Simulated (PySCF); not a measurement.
Compound: C7H15NSi.
Atom-mapped SMILES: `[CH3:1][C@H:2]1[CH2:3][Si@H:4]([NH:5][CH:6]2[CH2:7][CH2:8]2)[CH2:9]1`

Probes without a nucleus sit at each ring's centroid and 1 Å off its mean plane on both sides; NICS is minus the shielding there, NICSzz its component along the normal. Level: GIAO PBE0/pcSseg-1 (PySCF, non-relativistic, gas phase) on the GFN2-xTB geometry, one conformer.

Rings: 1. C2–C3–Si4–C9; 2. C6–C7–C8.

```
set  NICS(0)  NICS(1), two faces  NICS(1)zz, two faces
  P     -0.4         -0.8 / -1.5             5.2 / 1.9
  Q    -41.9         -7.5 / -9.4         -21.3 / -24.9
```

Which set (ppm) belongs to which ring?

P = 1, Q = 2.
- 1 (4-membered ring with Si; formal bonds all single): mean NICS(1)zz 3.6 ppm, deshielded. C2, C3, Si4, C9 have four or more neighbours, and the NICS criterion for π rings isn't applied.
- 2 (3-membered carbocycle; formal bonds all single): mean NICS(1)zz -23.1 ppm, shielded. C6, C7, C8 have four or more neighbours, and the NICS criterion for π rings isn't applied.

How do the rings differ in shape?

| ring | bond lengths (Å) | rms pucker (Å) | HOMA | nearest outside atom to a NICS(1) probe (Å) |
| --- | --- | --- | --- | --- |
| 1 | 1.546, 1.917, 1.900, 1.543 | 0.09 | – | hydrogen 1.55 |
| 2 | 1.506, 1.500, 1.492 | 0.00 | – | hydrogen 1.43 |

Conformer computed: `[CH3:1][C@H:2]1[CH2:3][Si@H:4]([NH:5][CH:6]2[CH2:7][CH2:8]2)[CH2:9]1`: C3–Si4–N5–C6 83°, Si4–N5–C6–C7 -73°.
